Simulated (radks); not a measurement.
The numbers below are computed, except where a source is named.
Question: Isoelectronic series with 5 electrons, all held in the configuration [He] 2s2 2p1, which need not be the ground one along the series. Level of theory: scalar-relativistic Kohn-Sham, LDA (Slater exchange, Perdew-Wang correlation), spin-unpolarised, spherical densities, point nucleus (a radial shooting solver on a logarithmic mesh with Libxc functionals). Total energies (hartree) and mean radii <r> (bohr):

| ion | E (hartree) | 2p | 2s | 1s |
|---|---|---|---|---|
| B | -24.35062 | 2.289 | 1.965 | 0.3322 |
| Al8+ | -203.25179 | 0.4739 | 0.5369 | 0.1200 |
| Sc16+ | -560.50075 | 0.2681 | 0.3108 | 0.07277 |
| Cu24+ | -1099.95865 | 0.1866 | 0.2177 | 0.05195 |
| Rh40+ | -2752.09752 | 0.1151 | 0.1340 | 0.03252 |
| I48+ | -3884.83280 | 0.09611 | 0.1114 | 0.02714 |
| Pm56+ | -5241.2162 | 0.08221 | 0.09458 | 0.02311 |
| Tm64+ | -6841.6497 | 0.07156 | 0.08151 | 0.01996 |

Estimate the row of Rb32+.

Answer: E (hartree) -1827.65191; 2p 0.1426; 2s 0.1666; 1s 0.04016.
